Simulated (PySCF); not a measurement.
Mg(iPr)(OH) (C3H8MgO), SMILES C[CH](C)[Mg][OH]. Heavy atoms are numbered as in [Mg:1]([CH:2]([CH3:3])[CH3:4])[OH:12]. Hydrogens are named by the atom that carries them.

The structure is a stationary point at PBE-D3(BJ)/def2-SVP. The structure was generated by enumeration; whether it is a known compound was not checked. One conformer was computed; it need not be the lowest.

The numbers are results of B3LYP/pcSseg-1 run with PySCF, not measurements.

GIAO shieldings, no solvent; atoms alike by connectivity are averaged. δ = σ(ref) − σ: ¹³C against TMS (σ = 181.3 ppm); ¹H against TMS (σ = 31.68 ppm); ¹⁷O against H2O (σ = 333.8 ppm), references at their B3LYP-D3(BJ)/def2-TZVP geometries, non-relativistic.

| atoms | nucleus | count | δ (ppm) |
|---|---|---|---|
| C3 (CH3) | ¹³C | 2 | 31.5 |
| C2 (CH) | ¹³C | 1 | (withheld) |
| H on C3 | ¹H | 6 | 2.00 |
| H on C2 | ¹H | 1 | (withheld) |
| H on O12 | ¹H | 1 | 0.23 |
| O12 (OH) | ¹⁷O | 1 | (withheld) |

Q: Complete the blanks. (An estimate is asked for; the answer gives what the named calculation found.)

A: 
- O12 (OH), δ (ppm): -36.1
- H on C2, δ (ppm): 1.18
- C2 (CH), δ (ppm): 19.1
